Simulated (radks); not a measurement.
Q: Valence configurations of B II (all share [He]). Calculated with a radial shooting solver on a logarithmic mesh with Libxc functionals: Dirac Kohn-Sham, PBE, spin-unpolarised, spherical densities, finite nucleus; open shells fill j = l - 1/2 first; Fermi nuclear charge, rms radius 2.406 fm. Order these by energy: 2s1 2p1; 2s1.5 2p0.5; 2p2; 2s0.5 2p1.5; 2s2.

A: From the lowest, in eV above it: 2s2 0.000; 2s1.5 2p0.5 3.070; 2s1 2p1 6.138; 2s0.5 2p1.5 9.202; 2p2 12.262. NIST lists [He] 2s2 as the ground configuration; this level of theory agrees among the configurations tried. The energies are those of spherical spin-averaged densities, not of single terms.
